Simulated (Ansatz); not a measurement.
Reaction (hydrogenolysis of the Si–F bond): `F[SiH2][CH](F)[SnH3]` + H₂ → `F[CH]([SiH3])[SnH3]` + H–F

Program: Ansatz. Geometries: PBE0-D4/def2-TZVP. ΔE: electronic, gas phase. CCSD(T)/CBS adds triple-zeta CCSD(T) − MP2 to the extrapolated MP2 energy (def2 sets, frozen cores). This one scheme is used for every species. Functionals use def2-TZVPP. Elements past krypton have def2 core potentials. For Sn outer-core shells are correlated without core-valence functions, which leaves a few kJ/mol of doubt a bond. One conformer a species, not always the lowest.

```csv
level,ΔE (eV)
ωB97X-V,1.18
HF/def2-QZVPP,1.21
```

Problem. What does CCSD(T)/CBS give? (An estimate is asked.)

Solution. Ansatz gave: +1.15 eV. The listed levels differ from it by 0.03, 0.06 eV.

Largest T1 diagnostic among the species: 0.013.
